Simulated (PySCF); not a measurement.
FGeH₅N₂.
Structure used (GFN2-xTB), in Å, numbered top down from 1:
```xyz
9
FGeH5N2 angstrom
N     -1.4102    0.4123    0.5101
Ge     0.0092   -0.5503   -0.0195
N      1.4008    0.5777   -0.1793
F     -0.1653   -1.1356   -1.6737
H     -1.5221    1.3090    0.0575
H     -2.3067   -0.0501    0.5470
H      0.0967   -1.8346    0.7521
H      1.7050    1.0513    0.6577
H      2.2062    0.2264   -0.6770
```

Vertical excitations from PySCF (density fitting, frozen core in the response, grid level 2 and gas phase unless stated; continuum runs use non-equilibrium linear response for the excitations) on a GFN2-xTB geometry. Reference run:

```json
{"settings": "PBE0/def2-SVPD, full TDDFT, 6 singlets", "S1, eV (f)": "6.76 (0.038)", "S2, eV (f)": "7.10 (0.071)", "S3, eV (f)": "7.51 (0.014)", "S4, eV (f)": "7.55 (0.007)", "S5, eV (f)": "7.79 (0.051)", "S6, eV (f)": "8.02 (0.024)", "T1, eV (Tamm–Dancoff)": "6.28", "mean α (au)": "46.0"}
```

Problem. What do these settings give: (1) OLYP/6-311G**, IEF-PCM dichloromethane, start guess sap, TDA, 12 singlets; (2) PBE0/cc-pVDZ, full TDDFT, 1 singlet?

Solution. 
```tsv
settings	S1, eV (f)	S2, eV (f)	S3, eV (f)	S4, eV (f)	S5, eV (f)	S6, eV (f)	T1, eV (Tamm–Dancoff)	mean α (au)
OLYP/6-311G**, IEF-PCM dichloromethane, start guess sap, TDA, 12 singlets	6.28 (0.031)	6.51 (0.004)	6.59 (0.024)	6.76 (0.084)	7.02 (0.037)	7.38 (0.075)	–	48.9
PBE0/cc-pVDZ, full TDDFT, 1 singlet	7.10 (0.037)	–	–	–	–	–	6.41	36.3
```

(1) S1 moves by -0.48 eV; functional, basis, environment and response scheme change together, so the shift can't be laid on one. (2) S1 moves by +0.34 eV. States are counted by energy in each run and needn't keep their character from row to row.

All basis functions are spherical, in the Pople sets too.

Problem. Which orbital pairs make up S1 in each run, and how does it sit against the orbital gap?

Solution. 
```tsv
settings	S1 configurations (weight)	S1 (eV)	orbital gap (eV)	S1 − gap (eV)
PBE0/def2-SVPD, full TDDFT, 6 singlets	H→L 0.93	6.76	8.12	-1.36
OLYP/6-311G**, IEF-PCM dichloromethane, start guess sap, TDA, 12 singlets	H→L 0.93	6.28	6.09	+0.19
PBE0/cc-pVDZ, full TDDFT, 1 singlet	H→L 0.94	7.10	8.63	-1.53
```

The structure is a single GFN2-xTB conformer; no vibrational corrections. Relativistic effects, spin–orbit coupling among them, are left out although an element past zinc is present.
